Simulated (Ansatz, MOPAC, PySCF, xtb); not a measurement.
Pair of molecules: CH5N (SMILES CN) (first 7 atoms) with CH2O2 (SMILES O=CO); geometry from B3LYP-D3(BJ)/def2-TZVP, rigid monomers moved along the line of their centres of mass till N2···H12 is 1.91 Å.
(charge 0, multiplicity 1):
```xyz
12

C     -0.282     0.217     0.097
N      0.802    -0.514     0.770
H      0.040     1.241    -0.093
H     -1.142     0.246     0.765
H     -0.591    -0.233    -0.851
H      1.623    -0.580     0.181
H      0.500    -1.458     0.990
O     -1.007    -0.800     3.575
C     -0.207    -0.062     4.101
O      0.866     0.454     3.529
H     -0.294     0.269     5.147
H      0.921     0.119     2.565
```

Counterpoise-corrected where a basis set is named; no monomer relaxation.

The state that PM7 reach isn't checked; PM7 holds dispersion and hydrogen-bond terms.

Codes used: Ansatz (Gaussian basis) for Hartree–Fock, density functionals and correlated methods; MOPAC for PM7 (differences of heats of formation); PySCF for the dispersion terms; xtb for the GFN methods. Values without a source in brackets are computed.

Task: Give the interaction energy at the level PBE0-D4/def2-TZVPPD.

Result: -14.3 kcal/mol

Task: Predict the interaction energy from GFN-FF.

Result: -11.3 kcal/mol

Task: Predict the interaction energy from PM7.

Result: -10.2 kcal/mol

Ansatz is an electronic-structure program.
